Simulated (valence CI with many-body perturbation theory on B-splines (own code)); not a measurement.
**Missing levels of La XXVII**

Computed by valence CI with perturbative core correlation (CI+MBPT): three valence electrons over a frozen Dirac-Fock core [Ar] 3d10, radial functions for each j: 11 s, 11 p, 9 d, 7 f, 5 g, 2 h, 1 i, with the one-electron correlation potential Σ1, the two-electron term Σ2, the three-electron term Σ3, Breit, model QED; selected CI, second order for the rest (own B-spline code, finite nucleus).

The last digits are not significant, and no measured levels were compared; by estimate large intervals hold to a few tenths of a per cent, small ones and those within an open d or f shell to about a per cent.

```tsv
Level	E (cm⁻¹)
(4s^2 4p1/2) J=1/2	0
(4s^2 4p3/2) J=3/2	190090
(4s 4p1/2^2) J=1/2	452480
(4s 4p1/2 4p3/2) J=3/2 [a]	586890
(4s 4p1/2 4p3/2) J=5/2	626860
(4s 4p1/2 4p3/2) J=3/2 [b]	690260
(4s 4p1/2 4p3/2) J=1/2	719290
(4s 4p3/2^2) J=5/2	804120
(4s 4p3/2^2) J=1/2	?
(4s 4p3/2^2) J=3/2	?
(4s^2 4d3/2) J=3/2	1018100
(4s^2 4d5/2) J=5/2	?
(4p1/2^2 4p3/2) J=3/2	1164400
(4p1/2 4p3/2^2) J=3/2	1314200
(4p1/2 4p3/2^2) J=5/2	1319700
(4s 4p1/2 4d3/2) J=3/2 [a]	?
(4p1/2 4p3/2^2) J=1/2	?
(4s 4p1/2 4d3/2) J=5/2	1395600
(4s 4p1/2 4d5/2) J=7/2	?
(4s 4p1/2 4d5/2) J=5/2 [a]	1452000
```

Levels are named by their leading jj configuration (3d3/2^4 stands for four electrons in 3d with j = 3/2), which in mixed levels can hold well under half, so a name can repeat and another be missing. Letters in brackets count levels of one name in rising energy.

Task: The levels stand in rising order. What does the calculation give for the missing energies?

Result: (4s 4p3/2^2) J=1/2 909670; (4s 4p3/2^2) J=3/2 914990; (4s^2 4d5/2) J=5/2 1051500; (4s 4p1/2 4d3/2) J=3/2 [a] 1364600; (4p1/2 4p3/2^2) J=1/2 1388700; (4s 4p1/2 4d5/2) J=7/2 1450400.
